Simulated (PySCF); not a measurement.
# Electron correlation in Al (aluminium, neutral)

[Ne] 3s2 4s1, 2S determinant (an excited configuration). Calculation: PySCF 2.14, in x2c-QZVPPall with one added diffuse shell each of s, p, d, f type (10s7p5d3f1g, 86 functions); the spin-free X2C one-electron Hamiltonian (Gaussian nucleus). Frozen: [Ne]; 3 electrons correlated.

```json
{"level": "CCSD", "correlation energy (mhartree)": "-46.59"}
{"level": "(T)", "correlation energy (mhartree)": "-0.92"}
{"level": "CCSD(T)", "correlation energy (mhartree)": "-47.51"}
```

Diagnostics: T1 = 0.019, D1 = 0.0456, largest double amplitude 0.095.

Is a single reference adequate?

Mostly. T1 lies below 0.03, but a double amplitude of this size points to a near-degeneracy that CCSD handles and MP2 describes poorly.
